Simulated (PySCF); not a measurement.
CuCl2, SMILES [Cl][Cu-][Cl], charge -1, multiplicity 1.

Geometry: ωB97X-D3(BJ)/def2-SVPD. The spin state was assumed, not searched.

Two levels are set side by side: PBE/def2-TZVPD (PySCF) and CAM-B3LYP/def2-TZVPD (PySCF). Same geometry, gas phase. Differences are taken from unrounded values.

```tsv
quantity	PBE
orbital gap (eV)	3.49
highest occupied level (eV)	-0.67
lowest empty level (eV)	2.81
mean polarisability (bohr³)	72.6
```

### Question
These are the PBE values. What does CAM-B3LYP give? (The exact figures need the calculation; the answer reports its results.)

### Answer

```json
[
 {"quantity": "orbital gap (eV)", "CAM-B3LYP": "7.71", "PBE minus CAM-B3LYP": "-4.22"},
 {"quantity": "highest occupied level (eV)", "CAM-B3LYP": "-3.86", "PBE minus CAM-B3LYP": "3.19"},
 {"quantity": "lowest empty level (eV)", "CAM-B3LYP": "3.85", "PBE minus CAM-B3LYP": "-1.04"},
 {"quantity": "mean polarisability (bohr³)", "CAM-B3LYP": "64.0", "PBE minus CAM-B3LYP": "8.6"}
]
```

PBE's occupied levels lie high since its potential decays too fast outside the molecule; exact exchange lowers them and widens the gap. PBE's more diffuse valence density responds more strongly to a field. Differences between two approximate levels are no errors against the true value.

Rough cost on one machine, each run with all the roots and properties that it gave: CAM-B3LYP against PBE within a factor of 2.
